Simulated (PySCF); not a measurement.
hydrogen telluride cation (H2Te), SMILES [TeH2] (connectivity only; charge and spin as stated), charge +1, multiplicity 2.

Coordinates come from a PBE0-D3(BJ)/def2-TZVPD optimisation. The spin state was assumed, not searched. The def2 effective core potentials stand for the cores of Te; spin–orbit coupling is left out.

All values below come from TDA-M06-2X/def2-TZVPD (PySCF 2.14.0).

Vertical excitations. Gas-phase values at a fixed geometry.

Question: List the lowest excited states. (The exact figures need the calculation; the answer reports its results.)

Answer: 
```
state    energy (eV)  λ (nm)      f                                                                          main pairs
-------  -----------  ------  -----  ----------------------------------------------------------------------------------
root 1          3.13     396  0.005                                                                    β HOMO→LUMO 98 %
root 2          4.67     266  0.000                                                                  β HOMO−1→LUMO 95 %
root 3          5.82     213  0.000                                                                    α HOMO→LUMO 95 %
root 4          6.40     194  0.000                                              α HOMO−1→LUMO 40 %, β HOMO→LUMO+1 54 %
root 5          7.11     174  0.000                                                                  α HOMO→LUMO+1 96 %
root 6          7.17     173  0.000   α HOMO−2→LUMO 37 %, α HOMO−1→LUMO+1 11 %, β HOMO−1→LUMO+1 36 %, β HOMO→LUMO+2 9 %
root 7          8.41     147  0.105                         α HOMO−1→LUMO 49 %, β HOMO→LUMO+1 34 %, β HOMO−1→LUMO+2 5 %
root 8          8.56     145  0.000  α HOMO−1→LUMO+1 40 %, α HOMO−2→LUMO 13 %, β HOMO→LUMO+2 33 %, β HOMO−1→LUMO+1 10 %
root 9          9.05     137  0.023  α HOMO−1→LUMO+1 28 %, α HOMO−2→LUMO 16 %, β HOMO→LUMO+2 37 %, β HOMO−1→LUMO+1 17 %
root 10         9.27     134  0.001                                          α HOMO−2→LUMO+1 51 %, β HOMO−1→LUMO+2 37 %
```
Unrestricted roots are not spin-pure.
